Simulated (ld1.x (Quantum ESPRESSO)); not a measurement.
## Configuration tests for boron (B) (TM)

```json
{
  "Element": "boron (B)",
  "Generator": "ld1.x (Quantum ESPRESSO) 7.5",
  "Type": "norm-conserving Troullier–Martins (Kleinman–Bylander form)",
  "Functional": "PBE",
  "Relativity": "scalar-relativistic",
  "Frozen core": "[He]",
  "Valence charge": "3",
  "Reference configuration": "2s1 2p2",
  "Partial waves": "2s (bound): rc 1.35 bohr; 2p (bound): rc 3.40 bohr; 3d channel at 0.35 Ry: rc 3.20 bohr",
  "Local potential": "all-electron potential smoothed inside 1.15 bohr (lloc = -2)",
  "Core correction": "a·sin(br)/r model core inside 1.30 bohr"
}
```

Energies are relative to the spin-unpolarised reference configuration 2s1 2p2; without spin polarisation the order of configurations can differ from experiment.

```tsv
valence configuration	charge	ΔE all-electron (eV)	error AE − PS (meV)
2s2 2p1	0	-5.851	-22
2s2 2p0	+1	2.369	+216
2s1 2p0	+2	27.791	+707
2s2 2p0.5	+0.5	-2.963	+40
2s0 2p3	0	5.870	-22
2s1 2p1	+1	8.510	+64
```

**Question.** What are ΔE and the potential's error for 2s2 2p1.3?

**Answer.** ΔE = -6.589 eV all-electron; the error (AE − PS) is -35 meV.
